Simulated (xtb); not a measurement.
C₂H₈OSn, SMILES [SnH2]([OH])[CH2]C. All values are semi-empirical tight-binding results from xtb (GFN2-xTB unless named), good for trends rather than for accurate numbers. Coordinates come from a GFN2-xTB optimisation. The structure was generated by enumeration; whether it is a known compound was not checked. The values are those of a single conformer.

Optimised geometry:

Bonded distances (Å): Sn1–O2 1.964, Sn1–C3 2.190, Sn1–H5 1.676, Sn1–H6 1.700, O2–H7 0.955, C3–C4 1.516, C3–H8 1.089, C3–H9 1.087, C4–H10 1.087, C4–H11 1.089, C4–H12 1.089. Bond angles (°): O2–Sn1–C3 109.3, O2–Sn1–H5 98.9, O2–Sn1–H6 106.5, C3–Sn1–H5 117.6, C3–Sn1–H6 113.8, H5–Sn1–H6 109.2, Sn1–O2–H7 117.6, Sn1–C3–C4 113.2, Sn1–C3–H8 106.9, Sn1–C3–H9 108.0, C4–C3–H8 110.6, C4–C3–H9 110.3, H8–C3–H9 107.6, C3–C4–H10 111.0, C3–C4–H11 109.8, C3–C4–H12 111.5, H10–C4–H11 108.2, H10–C4–H12 108.3, H11–C4–H12 108.0.
Charge 0, spin multiplicity 1.

A frequency run showed that this geometry is not a minimum.

For metal compounds this method's bond lengths and energies can be far off.

- orbital gap = 5.32 eV

Computed atomic charges and the Wiberg bond orders between heavy atoms:
charges (e) Sn1 0.21, O2 -0.50, C3 -0.08, C4 -0.10, H5 0.01, H6 -0.01, H7 0.29, H8 0.04, H9 0.03, H10 0.04, H11 0.04, H12 0.03. Bond orders Sn1–O2 0.98, Sn1–C3 0.64, C3–C4 1.04.
